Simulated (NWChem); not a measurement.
**Lowest excitation of HBF$_{2}$**

SMILES: FBF
```xyz
4

B      0.0000     0.0000    -0.4612
H      0.0000     0.0000    -1.6724
F     -1.1351     0.0000     0.2210
F      1.1351     0.0000     0.2210
```
Charge 0, spin multiplicity 1.

Everything below was run with NWChem. Structure: optimised with PBE/def2-SVP, a minimum by its harmonic frequencies.

Basis set: aug-cc-pVDZ.

The correlated methods keep 3 core orbitals frozen. B3LYP has NWChem's definition, with VWN1-RPA local correlation. The structure started from a generated list of species. No row is a measurement; the coupled-cluster row has its own basis-set and correlation limits.

Task: Order these methods by the lowest vertical singlet excitation energy they give, lowest first: TD-B3LYP, EOM-CCSD, TD-PBE, CIS.

Result: TD-PBE (7.89 eV), TD-B3LYP (8.37 eV), EOM-CCSD (8.98 eV), CIS (9.91 eV)
